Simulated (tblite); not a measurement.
C6H10O.
Numbering: `[CH3:1][O:2][C@@:3]12[CH2:4][C@@H:5]([CH2:6]1)[CH2:7]2` (hydrogens: H8, H9, H10 on C1; H11, H12 on C4; H13 on C5; H14, H15 on C6; H16, H17 on C7)

Computed with GFN2-xTB (tblite), gas phase: Langevin dynamics at 300 K from the optimised GFN2-xTB geometry, time step 0.5 fs, friction 0.01 fs⁻¹, 2000 steps.

Start geometry:
```
atom  x, y, z in Å
C1      2.360    0.000    0.281
O2      1.316    0.937    0.142
C3      0.054    0.377    0.137
C4     -1.243    1.185    0.001
C5     -1.674   -0.287    0.120
C6     -0.547   -0.633   -0.869
C7     -0.645   -0.434    1.254
H8      2.279   -0.547    1.227
H9      2.363   -0.716   -0.547
H10     3.286    0.572    0.271
H11    -1.493    1.843    0.830
H12    -1.411    1.676   -0.954
H13    -2.687   -0.669    0.109
H14    -0.669   -0.292   -1.895
H15    -0.168   -1.653   -0.837
H16    -0.856    0.091    2.183
H17    -0.273   -1.438    1.446
```

The statistics below take the 31 frames saved every 25 fs from 250 to 1000 fs; their kinetic temperature (all 3N coordinates) averages 253 K.

Q: How do the bond lengths spread?

A: 
| bond | start (Å) | mean (Å) | standard deviation (Å) | shortest (Å) | longest (Å) |
| --- | --- | --- | --- | --- | --- |
| C1–O2 | 1.410 | 1.415 | 0.026 | 1.361 | 1.481 |
| O2–C3 | 1.380 | 1.400 | 0.024 | 1.346 | 1.446 |
| C3–C4 | 1.535 | 1.530 | 0.024 | 1.488 | 1.576 |
| C4–C5 | 1.538 | 1.539 | 0.031 | 1.490 | 1.627 |
| C5–C6 | 1.538 | 1.540 | 0.030 | 1.475 | 1.596 |
| C5–C7 | 1.538 | 1.539 | 0.033 | 1.461 | 1.592 |
| C3–C6 | 1.547 | 1.540 | 0.024 | 1.495 | 1.582 |
| C3–C7 | 1.547 | 1.540 | 0.030 | 1.479 | 1.613 |
| C1–H8 | 1.095 | 1.102 | 0.031 | 1.049 | 1.149 |
| C1–H9 | 1.095 | 1.090 | 0.026 | 1.050 | 1.148 |
| C1–H10 | 1.088 | 1.107 | 0.032 | 1.048 | 1.163 |
| C4–H11 | 1.087 | 1.092 | 0.025 | 1.046 | 1.143 |
| C4–H12 | 1.087 | 1.087 | 0.018 | 1.049 | 1.127 |
| C5–H13 | 1.083 | 1.087 | 0.031 | 1.031 | 1.160 |
| C6–H14 | 1.088 | 1.091 | 0.020 | 1.050 | 1.126 |
| C6–H15 | 1.088 | 1.091 | 0.030 | 1.031 | 1.168 |
| C7–H16 | 1.088 | 1.092 | 0.034 | 1.017 | 1.163 |
| C7–H17 | 1.088 | 1.089 | 0.022 | 1.053 | 1.150 |

Q: Give the same statistics for bond angles, one of each kind among heavy atoms.

A: 
| angle | start (°) | mean (°) | standard deviation (°) | smallest (°) | largest (°) |
| --- | --- | --- | --- | --- | --- |
| C1–O2–C3 | 114.0 | 115.5 | 3.5 | 109.6 | 122.9 |
| O2–C3–C4 | 124.0 | 123.6 | 2.5 | 117.6 | 129.7 |
| O2–C3–C6 | 128.6 | 128.3 | 3.0 | 123.9 | 135.0 |
| C4–C3–C6 | 87.6 | 88.1 | 2.2 | 84.8 | 93.5 |
| C3–C4–C5 | 74.1 | 73.6 | 1.4 | 70.4 | 76.2 |
| C4–C5–C6 | 87.8 | 87.8 | 1.7 | 84.4 | 91.9 |

Q: How far does each atom move about its mean position (frames aligned on the start, all atoms weighted alike), and what rms force does it feel?

A: 
| atom | rms displacement (Å) | rms force (eV/Å) |
| --- | --- | --- |
| C1 | 0.12 | 1.89 |
| O2 | 0.27 | 1.32 |
| C3 | 0.14 | 1.78 |
| C4 | 0.07 | 1.60 |
| C5 | 0.06 | 1.97 |
| C6 | 0.12 | 1.73 |
| C7 | 0.15 | 1.68 |
| H8 | 0.44 | 0.99 |
| H9 | 0.49 | 0.92 |
| H10 | 0.50 | 0.99 |
| H11 | 0.12 | 0.90 |
| H12 | 0.17 | 0.69 |
| H13 | 0.15 | 1.06 |
| H14 | 0.21 | 0.75 |
| H15 | 0.18 | 1.03 |
| H16 | 0.23 | 1.24 |
| H17 | 0.22 | 0.86 |

The displacements run from 0.06 to 0.50 Å.

Q: Follow the torsion C1–O2–C3–C4 through every second one of these frames.

A: 
```
t (fs)  C1–O2–C3–C4 (°)
   250             -130
   300             -130
   350             -124
   400             -135
   450             -158
   500             -171
   550              178
   600              178
   650              173
   700              175
   750             -172
   800             -162
   850             -148
   900             -154
   950             -175
  1000              174
```

Largest departure from the start value over all these frames: C1–O2–C3–C4 56° (start 180°).

Q: How widely does the potential energy scatter, against a harmonic estimate?

A: Mean 0.55 eV above the start, standard deviation 0.109 eV, range 0.37 to 0.80 eV. For 45 classical harmonic modes at 300 K the canonical values are 45kT/2 = 0.58 eV and kT·√(45/2) = 0.123 eV.

The run is classical and short, so these are rough statistics of one trajectory.

The cost below is that of the whole dynamics run. The run took 7.4 s wall on one thread, Intel Xeon 6975P-C (x86_64), shared host with 192 logical CPUs at a one-minute load of 48, and the process peaked at 0.18 GiB of memory.
